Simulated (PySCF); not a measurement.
Compound: C7H7NO.
Structure used (GFN2-xTB), in Å, numbered top down from 1:
```
atom  x, y, z in Å
C1     3.108   -1.065    0.058
C2     1.832   -0.687   -0.004
C3     1.346    0.505    0.641
C4     0.079    0.949    0.624
C5    -1.053    0.342   -0.032
C6    -2.383    0.864   -0.015
C7    -3.092   -0.028   -0.753
O8    -2.285   -1.002   -1.183
N9    -1.030   -0.769   -0.737
H10    3.461   -1.958   -0.429
H11    3.845   -0.492    0.598
H12    1.100   -1.265   -0.548
H13    2.083    1.086    1.184
H14   -0.164    1.863    1.150
H15   -2.729    1.752    0.470
H16   -4.124   -0.087   -1.036
```

Computed, not measured: PySCF 2.14.0, density-fitted response routines, TDDFT CAM-B3LYP/def2-SVPD, vertical, gas phase, core orbitals frozen in the response.

Ground-to-excited transition dipoles (e·a0, same axes as the geometry; the sign carries no meaning), for the states with f of 0.002 or more among the lowest 8:

```
state  E (hartree)      μx      μy      μz
   S1       0.1757  -2.154   0.410  -0.250
   S2       0.2078  -0.020  -0.066   0.101
   S3       0.2136   0.556  -0.112   0.059
   S4       0.2377   1.228  -0.609  -0.096
   S6       0.2431  -0.340   0.482   0.228
   S7       0.2520   0.024   0.067  -0.102
   S8       0.2628   0.077   0.208  -0.322
```

(1) Work out the oscillator strengths.

(2) The point group is Cs. Which irreducible representation does each state belong to?

(3) What angle do the transition dipoles of S1 and S6 make?

(4) How is the summed strength of these states shared among x, y and z?

(5) What peak molar absorption coefficient would the strongest computed level give as a lone Gaussian band 0.3 eV wide at half height?

Answers

(1) f = (2/3) ΔE |μ|² with ΔE in hartree (27.2114 eV).

```csv
state,|μ|² (au),|μ| (D),f
S1,4.870,5.61,0.570
S2,0.015,0.31,0.002
S3,0.325,1.45,0.046
S4,1.889,3.49,0.299
S6,0.400,1.61,0.065
S7,0.015,0.31,0.003
S8,0.153,0.99,0.027
```

(2) Polarised normal to the mirror plane, so A″: S2, S7 and S8. Polarised in the mirror plane, so A′: S1, S3, S4 and S6.

(3) |cos θ| = |μa·μb| / (|μa| |μb|) = 0.63, so θ ≈ 51° (taken between 0 and 90°, since the signs are arbitrary).

(4) (2/3) Σ ΔE μα² gives 0.846 for x, 0.127 for y and 0.039 for z, 1.012 in all.

(5) ε(max) = 2.175×10⁸ f / FWHM, with the width in cm⁻¹. S1: 2.175×10⁸ × 0.5704 / 2420 ≈ 51000 L mol⁻¹ cm⁻¹.

Hardware: one thread, Arm Neoverse N1 (aarch64), no GPU, on a shared host. Cost: 1.8 min of wall time (with the writing of density and orbital grids), 1.1 GiB resident at most.

One conformer stands for the species.
